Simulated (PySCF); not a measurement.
# Oscillator strengths, rates and cross-sections

Compound: C4H9N2PSi.
SMILES: `C=N[Si@@](N)(P)C#CC`

Method used: TDDFT wB97X-D/def2-SVPD, vertical, gas phase, core orbitals frozen in the response (PySCF). One conformer (not necessarily the lowest) at the GFN2-xTB geometry, without solvent, vibrations or thermal averaging. Torsions of this conformer, `[CH2:1]=[N:2][Si@@:3]([NH2:4])([PH2:5])[C:6]#[C:7][CH3:8]`: C1–N2–Si3–N4 129°, H–N4–Si3–N2 -53°, H–N4–Si3–N2 83°, H–P5–Si3–N2 84°, H–P5–Si3–N2 176°.

Computed singlets with f of 0.002 or more:

```csv
state,λ (nm),f
S2,210.3,0.049
S3,208.7,0.0036
S4,200.0,0.028
S5,196.2,0.0024
S6,195.2,0.052
S7,185.7,0.0067
S8,180.7,0.040
```

Task: Turn these into Einstein A coefficients, radiative lifetimes, transition dipoles and integrated cross-sections.

Result: Relations used (vacuum, state to state): A = 0.6670 f ν̃² s⁻¹ (ν̃ in cm⁻¹); τ = 1/A; f = (2/3) ΔE |μ|² in atomic units; ∫σ dE = 109.76 f Mb·eV.

| state | A (s⁻¹) | τ | \|μ\| (D) | ∫σ dE (Mb·eV) |
| --- | --- | --- | --- | --- |
| S2 | 7.4×10⁷ | 14 ns | 1.48 | 5.4 |
| S3 | 5.6×10⁶ | 180 ns | 0.40 | 0.4 |
| S4 | 4.7×10⁷ | 21 ns | 1.09 | 3.1 |
| S5 | 4.2×10⁶ | 240 ns | 0.32 | 0.26 |
| S6 | 9.0×10⁷ | 11 ns | 1.46 | 5.7 |
| S7 | 1.3×10⁷ | 77 ns | 0.51 | 0.73 |
| S8 | 8.1×10⁷ | 12 ns | 1.24 | 4.4 |

Leading configurations: S2 H-1→L (43%); S3 H-2→L (18%); S4 H-1→L+3 (18%); S5 H→L+3 (27%); S6 H-2→L (51%); S7 H→L+1 (36%); S8 H→L+3 (27%) (H = HOMO, L = LUMO).

These lifetimes count emission to the ground state at the vertical energy alone; relaxation of the geometry and all other decay channels are left out.

Task: Which computed singlets stay under f = 0.002?

Result: S1 (4.02 eV, f 0.0002).

Task: What is the integrated cross-section of all computed states together?

Result: Σf = 0.181 over S1 to S8, so 109.76 × Σf ≈ 19.9 Mb·eV.

Task: Suppose S2 emitted 0.3 eV lower with the same transition dipole. How would A change?

Result: At fixed |μ|, A goes as the cube of the energy: (5.59/5.89)³ = 0.85, which makes τ about 16 ns.
